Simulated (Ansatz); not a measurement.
```yaml
crystal:
  periodic: [false, false, false]
  atoms:
    - {symbol: C, position_ang: [-0.278137, -1.979988, -0.999295]}
    - {symbol: C, position_ang: [-0.321206, -0.647011, -0.264245]}
    - {symbol: C, position_ang: [-1.772598, -0.300083, 0.090628]}
    - {symbol: C, position_ang: [0.315031, 0.454523, -1.116134]}
    - {symbol: C, position_ang: [0.363538, 1.807398, -0.419486]}
    - {symbol: C, position_ang: [0.808592, 1.719196, 1.022483]}
    - {symbol: O, position_ang: [0.747309, 2.654896, 1.776906]}
    - {symbol: C, position_ang: [1.327509, 0.371114, 1.457118]}
    - {symbol: C, position_ang: [0.419293, -0.778271, 1.065001]}
    - {symbol: O, position_ang: [0.282269, -1.731757, 1.785171]}
    - {symbol: H, position_ang: [0.743425, -2.238699, -1.289922]}
    - {symbol: H, position_ang: [-0.661783, -2.778688, -0.364337]}
    - {symbol: H, position_ang: [-0.885671, -1.928405, -1.906349]}
    - {symbol: H, position_ang: [-2.352048, -0.156197, -0.825317]}
    - {symbol: H, position_ang: [-1.853323, 0.611877, 0.687176]}
    - {symbol: H, position_ang: [-2.220618, -1.112774, 0.663932]}
    - {symbol: H, position_ang: [1.327823, 0.141942, -1.393990]}
    - {symbol: H, position_ang: [-0.239785, 0.540840, -2.054650]}
    - {symbol: H, position_ang: [1.052526, 2.487939, -0.930050]}
    - {symbol: H, position_ang: [-0.606487, 2.310742, -0.426038]}
    - {symbol: H, position_ang: [1.533983, 0.350046, 2.525378]}
    - {symbol: H, position_ang: [2.270366, 0.201348, 0.916009]}
basis:
  gaussian: {orbitals: x2c-TZVPPall, point_charges: [{charge: 0.50, position_ang: [5.386, -0.778, -0.939]}]}
magnetization: {spin_polarized: true, initial_magnetization: 4}
hamiltonian: {xc: {name: HF}}
correlation: {method: rpa}
accuracy: high
```

```sh
$ ansatz run in.yaml --threads 5 --pin off --events-out ev --progress --plain --max-ram 66560MiB --backend cuda --devices 0, --max-vram 37GiB
```

Output, abridged:

```
Functional definition: HF
8685 factors; integrals over basis functions are off by at most 1.5e-7 eV
mean field evaluation 1: about -12502.1455 eV, gradient 3.6e1 eV
mean field evaluation 2: about -12502.1547 eV, gradient 3.6e1 eV
mean field evaluation 4: about -12511.0732 eV, gradient 7.0e0 eV
mean field evaluation 8: about -12512.5430 eV, gradient 6.9e-1 eV
mean field evaluation 16: about -12512.5525 eV, gradient 2.9e-8 eV
mean field -12512.55249944 eV, -459.8278230418 hartree, gradient 2.9e-8 eV, S^2 6.041580; 4 other end points of the search recorded, 0 dependent functions left out
10 core orbitals not correlated: weight in the atoms' cores, before any rotation towards them, 1.000 or more for the frozen orbitals, at most 0.000 for the correlated occupied ones
reference -12512.55249944 eV, -459.8278230418 hartree; 30, 26 occupied and 438, 442 virtual orbitals, 8685 factors
Total energy: -12568.04071955 eV, -461.8669775194 hartree
Relativity: scalar
```

Task: Something in this input is off. What?

Result: The spin is set far too high for this molecule. The calculation finished and met its thresholds. The result belongs to that input, not to the molecule as meant.
